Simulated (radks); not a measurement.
Valence configurations of Tb II (all share [Xe]). All-electron calculation, scalar-relativistic Kohn-Sham, r2SCAN, spin-polarised, spherical densities, finite nucleus; open shells are filled with parallel spins first (spin-orbit coupling, left out, can overturn this in heavy ions); meta-GGA in the generalised Kohn-Sham scheme; Fermi nuclear charge, rms radius 5.06 fm. Program: a radial shooting solver on a logarithmic mesh with Libxc functionals. Energies are relative to 4f9 6s1; eigenvalues in eV for spin up.

valence          E (eV)  moment (Bohr magnetons)    e(4f)    e(5d)   e(6p)    e(6s)
4f8.5 6s1.5      -0.105                        6  -15.345        -       -   -9.953
4f9 6s1           0.000                        6  -11.011        -       -   -9.274
4f8 5d1 6s1       0.483                        8  -17.456   -8.870       -  -10.136
4f8 6s2           1.008                        6  -20.073        -       -  -10.544
4f9.5 6s0.5       2.046                        5   -7.536        -       -   -8.142
4f9 6p1           3.434                        6  -12.288        -  -6.356        -
4f8 6s1 6p1       3.622                        8  -21.059        -  -7.558  -11.765
4f10              4.595                        4   -5.873        -       -        -
4f7 5d1 6s2       6.690                        8  -27.669  -12.002       -  -11.324
4f6 5d1 6s2 6p1  32.573                        8  -39.516  -16.382  -8.599  -13.708

NIST lists [Xe] 4f9 6s1 as the ground configuration; this level of theory puts 4f8.5 6s1.5 lower, by 0.105 eV. The energies are those of spherical high-spin densities, not of single terms.
